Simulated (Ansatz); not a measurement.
Consider the ligand exchange at the Si–C bond: `O[SiH2]C[Si](O)(F)F` + `O[SiH](O)O` → `O[SiH](O)O[Si](O)(F)F` + `C[SiH2]O`.

Gas-phase electronic energies from Ansatz, PBE0-D4/def2-TZVP geometries. CCSD(T)/CBS is the MP2 limit (def2-TZVPP, def2-QZVPP) plus CCSD(T) − MP2 in def2-TZVPP, frozen cores. This one scheme is used for every species. Functionals use def2-TZVPP. Each species was taken in one conformer, which may not be the lowest.

`O[SiH2]C[Si](O)(F)F`:

Z-matrix (Å, degrees):
```
Si
C 1 1.882
O 1 1.642 2 110.2
H 1 1.489 2 108.0 3 -123.0
H 1 1.482 2 110.3 3 117.5
Si 2 1.826 1 114.2 3 57.8
H 2 1.095 1 108.1 3 -63.3
H 2 1.095 1 109.3 3 179.9
H 3 0.963 1 114.5 2 -44.4
O 6 1.633 2 108.6 1 -39.5
F 6 1.587 2 111.5 1 81.1
F 6 1.587 2 113.5 1 -160.7
H 10 0.959 6 119.4 2 -175.5
```

`O[SiH](O)O`:

Z-matrix (Å, degrees):
```
Si
O 1 1.641
O 1 1.633 2 105.0
O 1 1.630 2 114.4 3 -119.5
H 1 1.476 2 110.6 3 122.9
H 2 0.958 1 117.9 3 -173.6
H 3 0.958 1 116.6 2 25.4
H 4 0.959 1 117.6 2 72.3
```

`O[SiH](O)O[Si](O)(F)F`:

Z-matrix (Å, degrees):
```
Si
O 1 1.630
O 1 1.651 2 107.9
O 1 1.622 2 110.0 3 -121.4
H 1 1.469 2 113.9 3 119.5
H 2 0.962 1 116.7 3 -22.0
Si 3 1.592 1 141.1 2 11.7
H 4 0.959 1 118.4 2 41.2
F 7 1.576 3 111.2 1 125.2
O 7 1.626 3 107.7 1 3.9
F 7 1.577 3 111.2 1 -117.3
H 10 0.958 7 119.9 3 178.8
```

`C[SiH2]O`:

Cartesian coordinates in Å:
```
C 0.267 -0.667 -0.927
Si 0.042 0.680 0.340
O -1.186 0.359 1.397
H 1.057 -0.394 -1.633
H -0.653 -0.830 -1.493
H 0.553 -1.613 -0.459
H -0.342 1.954 -0.316
H 1.326 0.871 1.076
H -1.064 -0.361 2.016
```

```tsv
level	ΔE (eV)
ωB97M-V	-1.09
CCSD(T)/def2-TZVPP	-1.13
HF/CBS(def2)	-1.42
CCSD/CBS(def2)	-1.17
```

**Question.** What does CCSD(T)/CBS give? (Estimate.)

**Answer.** The calculation gave: -1.13 eV. The listed levels differ from it by 0.04, 0.00, -0.29, -0.04 eV.

Largest T1 diagnostic among the species: 0.012.

In def2-TZVPP, CCSD(T) changes the Hartree–Fock value by +0.25 eV (the triples alone add +0.04 eV) and MP2 by +0.27 eV. From PBE to PBE0 (25 % exact exchange), in def2-TZVPP and without D4, ΔE moves by −0.07 eV.
